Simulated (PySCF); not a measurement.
**Static response to an electric field**

Compound: C4H12OSi2.
Geometry (GFN2-xTB, Å), atoms numbered from 1 in this order:
```
atom  x, y, z in Å
C1    -1.7776   -1.7706    0.1777
C2    -2.1974   -0.5238    0.3229
Si3   -1.3384    0.7779    1.3853
Si4    0.0449    2.0910    0.0690
C5     1.0982    0.8583   -0.9404
O6     1.3744   -0.1785   -0.0167
C7     2.1275   -1.2296   -0.5552
H8    -0.9091   -2.1357    0.7017
H9    -2.2723   -2.4852   -0.4649
H10   -3.0742   -0.2102   -0.2339
H11   -0.6406    0.0992    2.4833
H12   -2.4088    1.5839    2.0018
H13   -0.5867    2.9923   -0.9097
H14    0.9800    2.9374    0.8230
H15    0.5568    0.4540   -1.8072
H16    2.0344    1.2872   -1.3208
H17    1.6107   -1.6901   -1.4077
H18    3.1126   -0.8803   -0.8913
H19    2.2558   -1.9680    0.2348
```

Level: CAM-B3LYP/def2-SVPD (PySCF), static field, nuclei fixed, core orbitals frozen in the response. The polarisability tensor in these axes (au):

```
x   107.25   0.73  -7.23
y     0.73 124.68   3.40
z    -7.23   3.40  97.66
```

**Question.** Diagonalise the tensor; give its mean and Δα, where Δα² is half the sum of the squared differences of the eigenvalues.

**Answer.** Principal values 93.43, 111.06 and 125.11 au; mean 109.87 au = 16.28 Å³ = 18.11 × 10⁻⁴⁰ C²·m²/J; Δα = 27.50 au (25 % of the mean).

**Question.** What is the dipole moment, and where does it point?

**Answer.** (0.64, -0.87, -1.50) D, 1.85 D in size, pointing from the negative to the positive side. Measured along this direction, the outermost atoms are H12 at the negative end and H17 at the positive end.

**Question.** What depolarisation ratio follows for Rayleigh scattering of linearly polarised light, taking the static tensor?

**Answer.** ρ = 3Δα²/(45ᾱ² + 4Δα²) = 2268.1/(543170 + 3024.1) = 0.00415.

**Question.** Refractivity n − 1 of an ideal gas of it at 400 K and 1 atm, from the electronic α?

**Answer.** N = p/kT = 1.8347 × 10¹⁹ cm⁻³, so n − 1 = 2π × N × 16.28 × 10⁻²⁴ cm³ = 1877 × 10⁻⁶ at long wavelengths, for an ideal gas.

**Question.** Orientational against electronic polarisability at 350 K (dilute gas, rigid molecules)?

**Answer.** In Gaussian units μ²/3kT = 23.51 Å³ against 16.28 Å³, a ratio of 1.44; the Debye molar polarisation (4π/3)N_A(α + μ²/3kT) is 100.4 cm³/mol, leaving out the vibrational part.

**Question.** Sum over states: ᾱ = Σ f/ω², ω in Eh. What share falls to these 8 lowest TDDFT singlets (eV, f)? 6.47, 0.1802; 6.76, 0.0732; 6.98, 0.0295; 7.09, 0.0052; 7.13, 0.0004; 7.20, 0.1259; 7.60, 0.0509; 7.68, 0.0027.

**Answer.** They add up to 7.39 au, 6.7 % of the 109.87 au; the largest single term is 3.19 au, from the state at 6.47 eV. Terms in order: 3.19, 1.19, 0.45, 0.08, 0.01, 1.80, 0.65, 0.03 au. Higher excitations give the rest. The strengths listed sum to 0.468.

**Question.** Directions of the eigenvectors, and the extent of the frame along each?

**Answer.** Largest value along (-0.01, 0.99, 0.13), where the nuclei span 5.51 Å; middle along (0.89, 0.07, -0.46), 6.05 Å; least along (0.47, -0.11, 0.88), 3.49 Å. The strongest response doesn't lie along the longest of the three spans.

Geometry: GFN2-xTB, one conformer, isolated molecule.
